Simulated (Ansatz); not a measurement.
FeSn19H28, 48 atoms. Hardware: 4 threads of AMD EPYC 7R13 on a shared host and a share (37 GiB) of an NVIDIA H100 80GB HBM3.

In the def2 sets Sn takes a core potential; there is no spin–orbit coupling. Correlated methods freeze 81 core orbitals; core or outer-core shells of Fe, Sn are correlated, in sets that lack core-valence functions. Single mean-field runs in def2-SVP, def2-TZVP are fitted with def2-universal-jkfit.

**Question.** How many basis functions does each of these Ansatz runs have, and roughly what does it cost? MP2/def2-SVP, charge 0 singlet, energy, from earlier orbitals; PBE0-D4/def2-SVP, charge 0 singlet, energy, from earlier orbitals; PBE0-D4/def2-TZVP, charge 0 singlet, energy, from earlier orbitals; B97M-V/def2-SVP, charge 0 singlet, energy, from earlier orbitals; PBE-D4/def2-SVP, charge 0 singlet, energy and forces, from earlier orbitals; r2SCAN-D4/def2-SVP, charge 0 singlet, energy, from earlier orbitals; PBE-D4/def2-TZVP, charge 0 singlet, energy, from earlier orbitals; PBE-D4/def2-SVP, charge 0 singlet, relaxation, 66 steps.

**Answer.** Other jobs shared the machine, so times can vary by a factor of up to 3.

```
                                                                        run  functions  fitting or Cholesky vectors  wall time  peak host memory (GiB)
PBE-D4/def2-SVP, charge 0 singlet, energy and forces, from earlier orbitals        665                         4910        7 s                     1.4
        r2SCAN-D4/def2-SVP, charge 0 singlet, energy, from earlier orbitals        665                         4910      8.5 s                     1.4
          PBE-D4/def2-TZVP, charge 0 singlet, energy, from earlier orbitals       1163                         4910      9.5 s                     1.5
           B97M-V/def2-SVP, charge 0 singlet, energy, from earlier orbitals        665                         4910      9.5 s                     1.8
          PBE0-D4/def2-SVP, charge 0 singlet, energy, from earlier orbitals        665                         4910      9.5 s                     1.3
         PBE0-D4/def2-TZVP, charge 0 singlet, energy, from earlier orbitals       1163                         4910       15 s                     1.5
              MP2/def2-SVP, charge 0 singlet, energy, from earlier orbitals        665                         8261       21 s                       2
                    PBE-D4/def2-SVP, charge 0 singlet, relaxation, 66 steps        665                         4910    7.4 min                     1.5
```
